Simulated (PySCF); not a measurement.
## How methods differ on the ionisation energy of Ta³⁺

Ta³⁺ [Xe] 4f14 5d2 [5d3/2^2, M_J = 2] → Ta⁴⁺ [Xe] 4f14 5d1 [5d3/2^1, M_J = 3/2], as a difference of total energies. Computed with PySCF 2.14 in x2c-TZVPPall-2c (11s11p10d3f1g, 124 functions), with the two-component X2C-1e Hamiltonian. "Screened" scales the spin-orbit matrix elements by Boettger's factors to mimic the two-electron term; Breit and QED terms are absent.

```tsv
method	ionisation energy (eV)
GHF (spin-free)	34.849
GHF (screened spin-orbit)	34.961
```

The spin-free rows relax to the high-spin LS determinant and lack the spin-orbit shift.

Errors of the correlated levels include the incompleteness of this basis and the frozen core.

The labels give the starting determinants; with spin-orbit coupling the two ends relaxed to ⟨J²⟩ = 6.45, ⟨L²⟩ = 11.45, ⟨S²⟩ = 1.90 and ⟨J²⟩ = 3.75, ⟨L²⟩ = 6.12, ⟨S²⟩ = 0.86.

The determinant of Ta³⁺ mixes levels of different J (the jj label is only the starting occupation), so the difference between spin-free and spin-orbit rows is not the physical spin-orbit shift.

For comparison: 35 ± 1.7 eV (theoretical estimate listed by NIST; NIST Atomic Spectra Database, ionization energies).
